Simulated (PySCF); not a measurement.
Dipole response of Rb (rubidium, neutral)

[Kr] 5s1, 2S determinant. Computed with PySCF 2.14 in dyall-av2z, with no relativity, point nucleus. Coupled (time-dependent) response in atomic units; α is the mean over directions. A double-zeta set is small for polarisabilities.

| method | mean α (bohr³) | C₆ (like pair) | S(−4) |
| --- | --- | --- | --- |
| LC-wPBE | 574.8 | 10920 | 311200 |

S(−4) is the Cauchy moment in α(ω) = α(0) + S(−4) ω² + …

Reference α: 319.8 ± 0.3 bohr³ (recommended; Schwerdtfeger and Nagle, table of static dipole polarizabilities (2023 update)). Published C₆: 4769 (Chu and Dalgarno (2004); Tang, Norbeck and Certain (1976)).

α(iu) at LC-wPBE:

```
u (hartree)  α(iu) (bohr³)
          0          574.8
     0.0500          247.3
      0.100          96.00
      0.200          33.18
      0.300          19.25
      0.500          10.85
      0.750          7.047
       1.00          5.016
       1.50          2.868
       2.00          1.825
       3.00         0.9134
       5.00         0.3651
```

A single London oscillator, α(iu) = α/(1 + u²/ω²), gives C₆ = (3/4) ω α². Matching the computed C₆ needs ω = 4 × 10920 / (3 × 574.8²) = 0.0441 hartree.

A non-relativistic calculation at this Z misses sizeable relativistic shifts.
